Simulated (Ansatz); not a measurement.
A CCSD(T) single point on CH₇BOSi₂, SMILES `[SiH3]B1C[SiH2]O1`.

```yaml
crystal:
  periodic: [false, false, false]
  atoms:
    - {symbol: Si, position_ang: [-1.567086, 1.416227, -0.702188]}
    - {symbol: B, position_ang: [-0.130838, 0.058583, -0.258153]}
    - {symbol: C, position_ang: [0.602555, -0.257869, 1.138191]}
    - {symbol: Si, position_ang: [1.428416, -1.489906, 0.022758]}
    - {symbol: O, position_ang: [0.417654, -0.812425, -1.168994]}
    - {symbol: H, position_ang: [-1.084600, 2.783237, -0.352343]}
    - {symbol: H, position_ang: [-1.975373, 1.411100, -2.132812]}
    - {symbol: H, position_ang: [-2.772900, 1.151629, 0.134687]}
    - {symbol: H, position_ang: [1.204311, 0.558996, 1.539658]}
    - {symbol: H, position_ang: [-0.048520, -0.633569, 1.929084]}
    - {symbol: H, position_ang: [1.142796, -2.935263, 0.207105]}
    - {symbol: H, position_ang: [2.860786, -1.306042, -0.323096]}
basis:
  gaussian: {orbitals: def2-TZVPP}
correlation: {method: ccsd_t}
```

```sh
$ ansatz run in.yaml --threads 4 --pin off --events-out ev --progress --plain --max-ram 10444MiB
```

Output of Ansatz, abridged:

```
Functional definition: HF
  name "HF"
  cite "Fock, Z. Phys. 61, 126 (1930) doi:10.1007/BF01340294"
  parent pbe
  exchange = exact_x
  correlation = 0
1600 factors; integrals over basis functions are off by at most 1.4e-3 eV
mean field evaluation 1: about -19573.3754 eV, gradient 4.4e1 eV
mean field evaluation 2: about -19573.6625 eV, gradient 4.4e1 eV
mean field evaluation 4: about -19578.4266 eV, gradient 5.0e0 eV
mean field evaluation 8: about -19578.5272 eV, gradient 2.9e-1 eV
mean field evaluation 16: about -19578.5277 eV, gradient 1.5e-6 eV
mean field -19578.52766377 eV, -719.4976208409 hartree, gradient 1.5e-6 eV, S^2 0.000000; 0 other end points of the search recorded, 0 dependent functions left out
13 core orbitals not correlated: weight in the atoms' cores, before any rotation towards them, 1.000 or more for the frozen orbitals, at most 0.000 for the correlated occupied ones
reference -19578.52766377 eV, -719.4976208409 hartree; 14, 14 occupied and 248, 248 virtual orbitals, 1600 factors
second order -20.24066541 eV of doubles, -0.00000000 eV of singles
cycle   1  -20.98651800 eV  change   -7.5e-1 eV  update   1.1e-1
cycle   2  -21.57732598 eV  change   -5.9e-1 eV  update   3.5e-2
cycle   3  -21.71810191 eV  change   -1.4e-1 eV  update   1.9e-2
cycle   4  -21.70482992 eV  change    1.3e-2 eV  update   5.0e-3
cycle   5  -21.70322130 eV  change    1.6e-3 eV  update   2.4e-3
cycle   6  -21.70372275 eV  change   -5.0e-4 eV  update   7.0e-4
cycle   7  -21.70335851 eV  change    3.6e-4 eV  update   2.6e-4
cycle   8  -21.70340458 eV  change   -4.6e-5 eV  update   8.8e-5
cycle   9  -21.70345834 eV  change   -5.4e-5 eV  update   3.0e-5
cycle  10  -21.70344720 eV  change    1.1e-5 eV  update   1.2e-5
perturbative correction -0.86594508 eV, -0.0318228946 hartree
Total energy: -19601.09705605 eV, -720.3270307092 hartree
```

Run time 3 min (4 threads of an Arm Neoverse V1 on a shared host); peak host memory 7.1 GiB.

MP2 recovers 89.7 % of the CCSD(T) correlation energy and the triples give 3.8 %; T1 = 0.0141.
